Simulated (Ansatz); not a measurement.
Gas-phase reaction in SMILES: CN[SiH3] → C[N-][SiH3] + H+
Structures are relaxed separately at B3LYP-D3(BJ)/def2-TZVP in Ansatz (an electronic-structure program).

Wanted: gas-phase deprotonation energy (electronic energy difference), in kcal/mol. Correlated levels leave the core frozen unless marked. No spin-orbit coupling. No relativistic terms. Anions need diffuse functions: aug- sets have them; def2-D sets add few; the other sets have none. CBS(X,Y): correlation extrapolated as X^-3; Hartree-Fock from the larger set.

Level to compare with: CCSD(T)/CBS(aug-cc-pV(T+d)Z,aug-cc-pV(Q+d)Z) (Ansatz), 384.8 kcal/mol. It is a level with limits of its own, and the differences hold the functionals' basis error too.

Problem. Rank these functionals by how close they come to CCSD(T)/CBS(aug-cc-pV(T+d)Z,aug-cc-pV(Q+d)Z), closest first: LC-wPBE/def2-TZVPD (Ansatz); r2SCAN/def2-TZVPD (Ansatz); r2SCANh/def2-TZVPD (Ansatz).

Solution. r2SCANh/def2-TZVPD (hybrid meta-GGA, 383.9 kcal/mol, difference -0.9), r2SCAN/def2-TZVPD (meta-GGA, 382.6 kcal/mol, difference -2.2), LC-wPBE/def2-TZVPD (range-separated hybrid, 388.4 kcal/mol, difference 3.6)
